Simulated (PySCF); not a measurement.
## Worked example: oscillator strength and radiative lifetime

CH4AlClS, SMILES [SH][Al]([CH3])[Cl].

The structure is a stationary point at PBE0-D3(BJ)/def2-SVP. One conformer was computed; it need not be the lowest.

PySCF 2.14.0 with TDDFT-ωB97X/def2-SVPD puts the first singlet state with f over 0.02 at 6.52 eV (vertical), with the transition dipole (-0.191, -0.463, -0.280) in atomic units.

Question: Find the oscillator strength, the wavelength and the radiative lifetime that this transition would have in vacuum if emission retraced absorption.

Answer: 
|μ|² = 0.3293 au, so |μ| = 1.46 D. ΔE = 6.52/27.211 = 0.2396 hartree. f = (2/3) ΔE |μ|² = 0.053 (the program prints 0.053).
λ = 1239.84/6.52 = 190 nm; ν = 52587 cm⁻¹.
Einstein's coefficient A = 0.6670 ν² f s⁻¹ (ν in cm⁻¹) = 9.7e7 s⁻¹, so τ = 1/A = 10 ns. This state is S1. The figure is the radiative limit of this one transition; relaxation, internal conversion, crossing to triplets and a medium change what is measured.
